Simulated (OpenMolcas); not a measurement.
## Ge: CASPT2 settings compared

```yaml
Program: OpenMolcas 26.06
Basis: ANO-RCC-VQZP [7s6p4d2f1g]
Scalar_Hamiltonian: DKH2, point nucleus
Active_space: 2 electrons in 3 orbitals (4p)
State_averaging: 2S+1 = 3 even, 3 roots; 2S+1 = 1 even, 6 roots
Spin-orbit_coupling: RASSI with atomic mean-field integrals over the reference wave functions, term energies averaged over their components
```

Methods on the same reference wave functions:
A. CASSCF
B. SS-CASPT2, IPEA 0.75 Eh, imaginary shift 0.2 Eh (closed shells correlated: 3d 4s)
C. SS-CASPT2, IPEA 0.4 Eh, real shift 0.3 Eh (closed shells correlated: 3d 4s)
D. XMS-CASPT2, IPEA 0.4 Eh, sigma1 regulariser 0.2 Eh (closed shells correlated: 3d 4s)

Energies in eV above 4s2 4p2 3P0, the measured ground level; measured values from NIST Handbook of Basic Atomic Spectroscopic Data.

```tsv
Level	A	B	C	D	Measured
4s2 4p2 3P0	0.0000	0.0000	0.0000	0.0000	0.0000
4s2 4p2 3P1	0.0577	0.0594	0.0594	0.0599	0.0691
4s2 4p2 3P2	0.1537	0.1541	0.1543	0.1544	0.1748
4s2 4p2 1D2	1.1633	0.948	0.965	0.924	0.8834
4s2 4p2 1S0	2.7046	2.184	2.179	2.076	2.0293
```

Deviations, from unrounded energies. A percentage is the sum of absolute deviations over the sum of measured energies, with the sign that they share, or ± where signs differ.

| Against measurement | Levels | A | B | C | D |
| --- | --- | --- | --- | --- | --- |
| mean absolute deviation (cm-1) | 4 | 2000 | 500 | 530 | 240 |
| fine structure of the ground term (%) | 2 | -13.3 | -12.4 | -12.4 | -12.1 |
| other terms of the ground configuration (%) | 2 | +32.8 | +7.5 | +8.0 | +3.0 |

D lies closest to measurement on these levels and A furthest from it. The largest miss of D in the table is 4s2 4p2 1S0, by +380 cm-1. The ranking rests on the paired levels alone, and a cruder setting can come out closer through cancelling errors.

Among B to D the level of the table that moves most is 4s2 4p2 1S0, by 870 cm-1 (lowest in D, highest in B). Moves below CASPT2's spread within the term are not significant.

The mean deviations of B to D differ by less than CASPT2's widest spread within a term (800 cm-1), so their order carries little weight.

From A to B the spin-free energies of the other terms of 4s2 4p2 shown, above 3P, scale by factors of 0.79 to 0.80.

The lowest spin-free term lies below A's lowest term by 0.489 hartree in B, 0.494 hartree in C, 0.499 hartree in D.

CASPT2 breaks the degeneracy within a term, and the mean is taken; among the terms shown or strongly mixed into the levels shown the widest spread is 800 cm-1 (4s2 4p2 1D, D). With the s shell closed, the reference lacks s² → p² mixing. Without dynamic correlation excited terms often stand tens of per cent too high (terms of higher spin than the ground term too low), and those without a measured partner can miss by more than the paired ones (holds for A). Measured partners are found by configuration, term and J. A level has none where our copy of the source lacks it or the pairing is in doubt (some pairs that miss far off the trend of their configuration count as doubtful), and it then counts in no deviation. Levels of configurations outside the active space are missing.
